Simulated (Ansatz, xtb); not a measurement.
**Ranking isomers of C5H3FO2**

3 gas-phase structures of C5H3FO2, from a drawn sample of its isomers (lower ones may exist). Each was relaxed with GFN2-xTB; where two conformers were screened, the lower at r2SCAN-D4/def2-SVP is listed:

A. `O=CC1=C(F)C(=O)C1`, a singlet
B. `O=CC1=CC(=O)[C@@H]1F`, a singlet
C. `O=CC1=C(F)C(O)=C1`, a singlet

Which do you expect lowest at r2SCAN-D4/def2-SVP, and how would the others follow?

Calculated order at r2SCAN-D4/def2-SVP: A (0.0), B (27.2), C (199.7) kJ/mol.

Energies above the lowest of each column, in kJ/mol; the last columns are at PBE0-D3(BJ)/def2-SVP geometries:

```
structure  GFN2-xTB  HF/STO-3G  r2SCAN-D4/def2-SVP  PBE0-D3(BJ)/def2-SVP  CCSD(T)/def2-SVP + ΔMP2/def2-TZVPP
        A       0.0        0.0                 0.0                   0.0                                 0.0
        B      26.3       36.5                27.2                  23.8                                11.7
        C     143.8      266.6               199.7                 200.2                               191.0
```

Every level run on A puts it lowest or level with the lowest. Flexible structures stand in one conformer each, not always the lowest. The ΔMP2 step shifts differences by up to 16.1 kJ/mol, which makes them less sure. ΔMP2 is the change of the MP2 energy from the smaller to the larger basis.

Programs: Ansatz 0.2.0, xtb 6.7.1.
